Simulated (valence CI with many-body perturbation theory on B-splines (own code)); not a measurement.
Dy⁵⁸⁺: key properties

Computed by valence CI with perturbative core correlation (CI+MBPT): six valence electrons over a frozen Dirac-Fock core [He], radial functions for each j: 9 s, 9 p, 8 d, 6 f, 3 g, 1 h, with the one-electron correlation potential Σ1 (screened to all orders), the two-electron term Σ2, the three-electron term Σ3, Breit, model QED; selected single and double excitations, second order for the rest, scaled by the run's own slope (own B-spline code, finite nucleus).

The last digits are not significant, and no measured levels were compared; by estimate large intervals hold to a few tenths of a per cent, small ones and those within an open d or f shell to about a per cent. Among the levels kept, up to 2100 cm⁻¹ of a level comes from second order outside the variational space, and about a tenth of that is noise between levels of different J, which matters for small intervals.

Levels are named by their leading jj configuration (3d3/2^4 stands for four electrons in 3d with j = 3/2), which in mixed levels can hold well under half, so a name can repeat and another be missing.

Rates and lifetimes use the calculated energies. Strong lines usually hold to 10 to 20 %, long lifetimes can be off by a factor of two.

**Question.** What is the ground level?

**Answer.** (2s^2 2p1/2^2 2p3/2^2) J=2, composition 69 % 2s2 2p4 3P + 31 % 2s2 2p4 1D, g = 1.316.

**Question.** Among levels below 8104.7 eV, which E1 lines absorb most strongly from the ground level?

**Answer.** to (2s^2 2p1/2^2 2p3/2 3d5/2) J=3 at 0.1686 nm, f = 0.835; to (2s^2 2p1/2^2 2p3/2 3d5/2) J=2 at 0.1689 nm, f = 0.270; to (2s 2p1/2^2 2p3/2^2 3p1/2) J=3 at 0.1542 nm, f = 0.200.

**Question.** Where does the other parity begin?

**Answer.** At (2s 2p1/2^2 2p3/2^3) J=2, 1171.2 eV.

**Question.** What is the ionisation energy?

**Answer.** 12691 eV; NIST lists 12690 ± 6 eV (theoretical).

**Question.** What are the static dipole polarisabilities of the lowest levels?

**Answer.** (2s^2 2p1/2^2 2p3/2^2) J=2 0.000111 (tensor 3.3e-06); (2s^2 2p1/2^2 2p3/2^2) J=0 0.000107 bohr³, of which the core gives 3.74e-07.
